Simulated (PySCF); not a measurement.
# Excitation energy of Cr²⁺ by level of theory

Cr²⁺ [Ar] 3d4 (5D) → Cr²⁺ [Ar] 3d3 4p1 (high-spin determinant), as a difference of total energies. Computed with PySCF 2.14 in def2-QZVPPD (11s6p5d3f2g, 93 functions), with no relativity, point nucleus. Correlated levels: valence: [Ar] frozen. The calculations carry no spin-orbit coupling.

```csv
method,excitation energy (eV)
UHF,11.283
MP2 (valence),11.771
SCS-MP2 (valence),11.446
CCSD (valence),11.757
CCSD(T) (valence),11.751
```

How much does correlation contribute at CCSD(T) (valence)?

11.751 − (11.283) = 0.468 eV, measured against UHF.

The determinant of the upper state mixes LS terms, which raises its energy above the lowest term, most at the Hartree-Fock and MP2 levels.
